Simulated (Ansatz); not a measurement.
Calculated with Ansatz (gas phase, PBE0-D4/def2-TZVP geometries, no zero-point term in ΔE). CBS: MP2 limit from def2 TZ/QZ plus the TZ coupled-cluster correction, frozen cores. Functionals use def2-TZVPP. def2 core potentials past Kr. For Ga, Ge, Te outer-core shells are correlated without core-valence functions, which leaves a few kJ/mol of doubt a bond. Scalar relativity is left out up to krypton. Each species was taken in one conformer, which may not be the lowest.

Reaction (redistribution): `[SiH3][CH2][AlH][GaH2]` + `C=C[Te][GeH3]` → `[GaH2][Te][GeH3]` + `C=[CH][AlH][CH2][SiH3]`

`[SiH3][CH2][AlH][GaH2]`:

Z-matrix (Å, degrees):
```
Si
C 1 1.852
H 1 1.486 2 111.7
H 1 1.488 2 117.2 3 -127.0
H 1 1.524 2 108.5 3 115.3
Al 2 1.979 1 105.0 3 -74.5
H 2 1.093 1 112.9 3 53.2
H 2 1.100 1 108.7 3 172.4
Ga 6 2.508 2 104.0 1 -24.4
H 6 1.593 2 120.9 1 155.2
H 9 1.579 6 123.5 2 96.9
H 9 1.581 6 121.1 2 -82.3
```

`C=C[Te][GeH3]`:

Z-matrix (Å, degrees):
```
Ge
Te 1 2.554
H 1 1.535 2 107.2
H 1 1.538 2 108.7 3 -119.2
H 1 1.537 2 111.3 3 120.3
C 2 2.103 1 93.6 3 167.2
C 6 1.324 2 123.3 1 135.2
H 6 1.086 2 115.3 1 -48.9
H 7 1.085 6 122.4 2 -4.5
H 7 1.086 6 120.6 2 175.4
```

`[GaH2][Te][GeH3]`:

```xyz
8

Ga   -1.874    0.906   -0.321
Te    0.494    1.694   -0.046
Ge    1.472   -0.656    0.249
H    -2.152   -0.631   -0.262
H    -2.947    2.021   -0.540
H     2.096   -0.768    1.648
H     2.561   -0.876   -0.812
H     0.350   -1.690    0.083
```

`C=[CH][AlH][CH2][SiH3]`:

Z-matrix (Å, degrees):
```
C
Si 1 1.864
Al 1 1.952 2 113.8
H 1 1.096 2 108.2 3 120.8
H 1 1.096 2 107.9 3 -122.9
H 2 1.490 1 113.0 3 -170.4
H 2 1.489 1 110.2 3 68.7
H 2 1.492 1 110.6 3 -49.8
C 3 1.941 1 118.8 2 -79.4
H 3 1.589 1 119.9 2 99.5
C 9 1.336 3 121.0 1 2.6
H 9 1.091 3 122.6 1 -178.3
H 11 1.089 9 123.0 3 179.2
H 11 1.088 9 122.0 3 -0.5
```

| level | ΔE (kJ/mol) |
| --- | --- |
| r2SCAN-D4 | -143.2 |
| ωB97M-V | -148.6 |

Q: What does CCSD(T)/CBS give? (An estimate is asked.)

A: Ansatz gave: -145.8 kJ/mol. The listed levels differ from it by 2.6, -2.8 kJ/mol.

Largest T1 diagnostic among the species: 0.013.

From PBE to PBE0 (25 % exact exchange), in def2-TZVPP and without D4, ΔE moves by −10.1 kJ/mol. In def2-TZVPP, CCSD(T) changes the Hartree–Fock value by +36.9 kJ/mol (the triples alone add +3.9 kJ/mol) and MP2 by +28.9 kJ/mol.

CCSD(T)/CBS has its own doubt, a few kJ/mol and more with outer-core shells, so smaller differences from it don't rank the levels.
